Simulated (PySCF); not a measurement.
Zn(Br)(SeH) (BrHSeZn), SMILES [Br][Zn][SeH].

Geometry: B3LYP-D3(BJ)/def2-SVP. The structure was generated by enumeration; whether it is a known compound was not checked. The values are those of a single conformer.

Two levels are set side by side: PBE/def2-TZVPD (PySCF) and B3LYP/def2-TZVPD (PySCF). Same geometry, gas phase. Differences are taken from unrounded values.

```tsv
quantity	PBE
orbital gap (eV)	3.81
highest occupied level (eV)	-6.26
lowest empty level (eV)	-2.45
dipole moment (D)	1.13
mean polarisability (bohr³)	82.9
```

**Question.** These are the PBE values. What does B3LYP give? (Estimate from the structure and the level; the computed values follow.)

**Answer.** 
```json
[
 {"quantity": "orbital gap (eV)", "B3LYP": "5.22", "PBE minus B3LYP": "-1.41"},
 {"quantity": "highest occupied level (eV)", "B3LYP": "-7.14", "PBE minus B3LYP": "0.88"},
 {"quantity": "lowest empty level (eV)", "B3LYP": "-1.92", "PBE minus B3LYP": "-0.53"},
 {"quantity": "dipole moment (D)", "B3LYP": "1.14", "PBE minus B3LYP": "-0.01"},
 {"quantity": "mean polarisability (bohr³)", "B3LYP": "80.6", "PBE minus B3LYP": "2.4"}
]
```

Without exact exchange PBE keeps part of each electron's self-repulsion, which lifts occupied levels and narrows the gap. Differences between two approximate levels are no errors against the true value.

Rough cost on one machine, each run with all the roots and properties that it gave: B3LYP against PBE within a factor of 2.
